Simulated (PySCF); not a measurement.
C2H5S, SMILES [CH2]SC, multiplicity 2.

Geometry: r2SCAN-D4/def2-TZVP. The isomer is the one that the SMILES or the coordinates give; other isomers of the formula were not compared.

All values below come from PySCF with r2SCAN/def2-TZVPD.

```yaml
total_energy: -477.32179 hartree
"α spin, highest occupied and lowest empty level": -4.04 and -0.04 eV
"β spin, highest occupied and lowest empty level": -6.67 and -1.75 eV
dipole_moment: 0.307 e·Å
quadrupole, principal values (traceless, Buckingham form, about the centre of nuclear charge): -3.68, -0.51, 4.19 D·Å
mean_static_polarisability: 49.8 bohr³ (7.38 Å³)
polarisability_principal_values: 40.4, 48.0, 61.0 bohr³
"⟨S²⟩": 0.759 (pure state 0.75)
```
